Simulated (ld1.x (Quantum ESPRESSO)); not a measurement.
An odd input for ld1.x (Quantum ESPRESSO) 7.5 (iron (Fe))

Command:

```bash
ld1.x < Fe.in > Fe.out
```

Input:

```
&input
   title='Fe', zed=26., rel=1, dft='PW91', iswitch=3,
   config='[Ar] 3d6 4s2 4p0 4f-2',
   nld=4, rlderiv=2.00, eminld=-6.0, emaxld=5.0, deld=0.02
 /
 &inputp
   pseudotype=2, tm=.false., rho0=0.01, lloc=0,
   nlcc=.true., new_core_ps=.true.,
   file_wfcaegen='ae.wfc', file_wfcncgen='nc.wfc', file_beta='beta', file_chi='chi'
 /
4
3P  2  1   6.00   0.00  1.40  1.40  0.0
3D  3  2   6.00   0.00  1.65  1.65  0.0
4F  4  3  -2.00   0.05  1.85  1.85  0.0
4S  1  0   2.00   0.00  1.80  1.80  0.0
 &test
   configts(1)='3p6 3d6 4s2 4p0'
 /
```

This is an input that runs to its end, with one change: file_pseudopw left out.

Question: How does the run end?

Answer: The program runs through. The occupied levels of the test differ from the all-electron ones by at most 0.00000 Ry (unchanged input: 0.00000 Ry). No file is written.

```
      This function has    0 nodes for 0 < r <    1.853

     ------------------- End of pseudopotential generation -------------------

     Computing logarithmic derivative in   2.01008
     Computing logarithmic derivative in   2.01008
     Computing the partial wave expansion
       no projector for channel:   0
     R is outside the sphere for l=    1 j= 0.00
     R is outside the sphere for l=    2 j= 0.00
     R is outside the sphere for l=    3 j= 0.00

     ---------------------- Testing the pseudopotential ----------------------

     Fe
     scalar relativistic calculation

     atomic number is 26.00   valence charge is 14.00
     dft =PW91   lsd =0 sic =0 latt =0  beta=0.20 tr2=1.0E-14
     mesh =1191 r(mesh) = 101.18024 xmin = -7.00 dx = 0.01250

     n l     nl             e AE (Ry)        e PS (Ry)    De AE-PS (Ry)
     2 1     3P   1( 6.00)       -4.41647       -4.41647       -0.00000
     3 2     3D   1( 6.00)       -0.55709       -0.55709        0.00000
     1 0     4S   1( 2.00)       -0.39304       -0.39304       -0.00000
     3 1     4P   1( 0.00)       -0.10103       -0.06722       -0.03381  !

     eps = 9.1E-15  iter = 18

     Etot =   -2545.584571 Ry,   -1272.792286 Ha,  -34634.442495 eV
     Etotps =  -210.859002 Ry,    -105.429501 Ha,   -2868.882871 eV

     Ekin =     103.829598 Ry,      51.914799 Ha,    1412.673644 eV
     Encl =    -262.415447 Ry,    -131.207724 Ha,   -3570.344044 eV
     Ehrt =     148.179072 Ry,      74.089536 Ha,    2016.078975 eV
     Ecxc =     -60.584937 Ry,     -30.292469 Ha,    -824.300063 eV
     (Ecc =     -36.707436 Ry,     -18.353718 Ha,    -499.430106 eV)
     Epseu=    -139.867287 Ry,     -69.933643 Ha,   -1902.991382 eV

     ---------------------- End of pseudopotential test ----------------------
```
